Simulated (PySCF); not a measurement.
digermane (H6Ge2), singlet, at a GFN2-xTB geometry. Base run: HF/6-31G (PySCF).

The PySCF input:
```python
from pyscf import gto, scf

mol = gto.M(
    atom='''
Ge   -1.17547558    0.12031447   -0.01616232
Ge    1.17547558   -0.12031447    0.01616232
H    -1.83910444   -0.70892524   -1.07255537
H    -1.62122062    1.52722241   -0.27292961
H    -1.82715328   -0.27710333    1.27278427
H     1.62480881   -1.45976226    0.51414555
H     1.85937790    0.88294663    0.89351790
H     1.80329164    0.03562178   -1.33496274
''',
    basis='6-31g',
    verbose=5,
)

mf = scf.RHF(mol)
mf.kernel()
mo_i, mo_e, stable_i, stable_e = mf.stability(internal=True, external=True, return_status=True, nroots=6, tol=1e-6)
print('internally stable:', stable_i, ' externally stable:', stable_e)
if not stable_e:
    umf = mf.to_uhf() if not hasattr(mf, 'xc') else mf.to_uks()
    umf.scf_summary = {}
    umf.kernel(umf.make_rdm1(mo_e, umf.mo_occ))
```

The bond that is stretched is that between atoms 8 and 2. A test that says stable can miss a lower solution.

Each row names what was changed in the base input (with any setting that the change needs).

```tsv
change	ΔE vs base (kcal/mol)	<S^2>	E after following the instability (Eh)	<S^2> there	HOMO-LUMO gap (eV)	stability test says
base	0.000	0.000	-	-	14.35	stable
bond × 1.25	13.88	0.000	-	-	13.83	stable
bond × 1.5	42.29	0.000	-4153.42756	0.22	11.70	external instability
bond × 1.8	75.4	0.000	-4153.40278	0.75	9.23	external instability
bond × 2.2	110.6	0.000	-4153.39453	0.95	6.84	external instability
bond × 3.0	153.8	0.000	-4153.39261	1.00	4.14	external instability
```

Where a bond breaks into two radicals, a solution with restricted orbitals usually stops being the lowest and lies too high; an unrestricted one lies lower at the price of spin contamination, which <S^2> shows.
